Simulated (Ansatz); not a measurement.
One geometry of Zn3Se3⁺, several levels of theory.

```yaml
crystal:
  periodic: [false, false, false]
  atoms:
    - {symbol: Zn, position_ang: [-1.188552, 0.595922, 0.534707]}
    - {symbol: Zn, position_ang: [0.859752, -1.227807, 0.072260]}
    - {symbol: Zn, position_ang: [-0.630778, 0.255387, -2.953088]}
    - {symbol: Se, position_ang: [-1.294457, -1.255784, -1.021304]}
    - {symbol: Se, position_ang: [1.710790, -0.211137, 1.960058]}
    - {symbol: Se, position_ang: [0.543255, 1.843420, 1.407368]}
basis:
  gaussian: {orbitals: def2-SVP, initial_orbitals: start.molden}
total_charge: 1
magnetization: {spin_polarized: true, initial_magnetization: 1}
hamiltonian: {xc: {name: LC-wPBE}}
scf: {omitted_lower_state_checks: [starts]}
output: {orbitals: {seedname: orbitals}}
```

The file start.molden holds the orbitals of an earlier run on this structure, at another level or in another basis.

```sh
$ ansatz run in.yaml --threads 4 --pin off --events-out ev --progress --plain --max-ram 4787MiB
```

Output, abridged:

```
Functional definition: LC-wPBE
2112 factors; their error is unknown
388 factors; integrals over basis functions are off by at most 2.2e-4 eV
mean field evaluation 1: about -341213.5004 eV, gradient 8.0e0 eV
mean field evaluation 2: about -341213.8103 eV, gradient 3.8e-1 eV
mean field evaluation 4: about -341213.4718 eV, gradient 8.7e-2 eV
mean field -341213.47179234 eV, -12539.3638055704 hartree, gradient 4.3e-5 eV, S^2 0.756715; 0 other end points of the search recorded, 0 dependent functions left out
reference -341213.47179235 eV, -12539.3638055708 hartree; 96, 95 occupied and 93, 94 virtual orbitals, 2112 factors
Total energy: -341213.47179235 eV, -12539.3638055708 hartree
Checks for a lower state left out: starts
```

It took 18 s on 4 threads of Arm Neoverse N1 on a shared host, peak host memory 0.77 GiB.

Geometry: PBE-D4/def2-SVP.

LC-ωPBE has ω = 0.4 bohr⁻¹. Another isomer (doublet) lies 0.24 eV lower at PBE0-D4/def2-SVP; other spin states weren't run for this one.
